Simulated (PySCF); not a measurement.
Compound: C2H12Si4.
Geometry (GFN2-xTB, Å), atoms numbered from 1 in this order:
```
atom  x, y, z in Å
Si1   -2.9654   -0.3381    0.2481
C2    -1.3687   -0.5578   -0.7539
Si3    0.0173    0.7090   -0.4190
C4     0.7117    0.5067    1.3751
Si5    2.5133   -0.1302    1.0889
Si6    2.1474    0.1240   -1.2069
H7    -3.9184   -1.3983   -0.1002
H8    -2.6788   -0.4192    1.6824
H9    -3.5634    0.9630   -0.0607
H10   -1.6165   -0.5301   -1.8153
H11   -0.9721   -1.5564   -0.5654
H12   -0.5526    2.0518   -0.6411
H13    0.1164   -0.1711    1.9858
H14    0.7079    1.4546    1.9118
H15    2.6877   -1.4786    1.6466
H16    3.4982    0.7027    1.7916
H17    2.2833   -1.0648   -2.0623
H18    2.9437    1.1390   -1.9115
```

Theory: TDDFT wB97X-D/def2-SVPD, vertical, gas phase, core orbitals frozen in the response (PySCF).

```csv
state,E (eV),λ (nm),ν̃ (cm⁻¹),f,|μ| (D),"main configurations (H = HOMO, L = LUMO)"
S1,5.40,229.7,43530,0.0021,0.32,H→L (94%)
S2,6.04,205.2,48740,0.019,0.91,H-1→L (94%)
S3,6.14,201.9,49540,0.167,2.68,H→L+1 (85%)
S4,6.36,194.9,51300,0.0025,0.32,H-2→L (94%)
S5,6.71,184.8,54100,0.019,0.86,"H-1→L+1 (63%), H→L+2 (26%)"
S6,6.82,181.9,54980,0.078,1.73,"H→L+2 (42%), H-1→L+1 (26%), H-1→L+2 (19%)"
S7,6.93,178.9,55880,0.051,1.39,"H-1→L+2 (48%), H→L+2 (20%), H-2→L+1 (12%)"
S8,7.11,174.3,57370,0.015,0.74,"H→L+3 (70%), H→L+4 (17%)"
```

Triplets (Tamm–Dancoff): T1 4.87 eV, H→L (93%); T2 5.35 eV, H-1→L (92%); T3 5.57 eV, H→L+1 (87%).

The lowest singlet comes at 230 nm (521 kJ/mol) in the ultraviolet; it is very weak; its leading configuration is HOMO→LUMO (94%). The most intense listed level is S3 at 6.14 eV (202 nm, f = 0.167), 0.74 eV above S1. Löwdin shares by element: HOMO silicon 69% or more, carbon 9% or more (atoms not listed hold the other 22%); LUMO silicon 60% or more, carbon 9% or more (atoms not listed hold the other 31%). Orbital energies (eV): HOMO-3 -10.70, HOMO-2 -10.09, HOMO-1 -9.70, HOMO -9.10, LUMO 0.89, LUMO+1 1.24, LUMO+2 1.68. Weighted by f, the mean energy of these states is 6.47 eV. The oscillator strengths of these states sum to 0.353; summed over the whole spectrum of an exact calculation they would give the number of electrons, 80 (Thomas–Reiche–Kuhn). Only the lowest 8 singlets were computed, as vertical energies without vibronic structure.

Hardware: Arm Neoverse N1, one thread (shared host). Cost: 86 s wall, 1.0 GiB resident at most.

One conformer stands for the species.
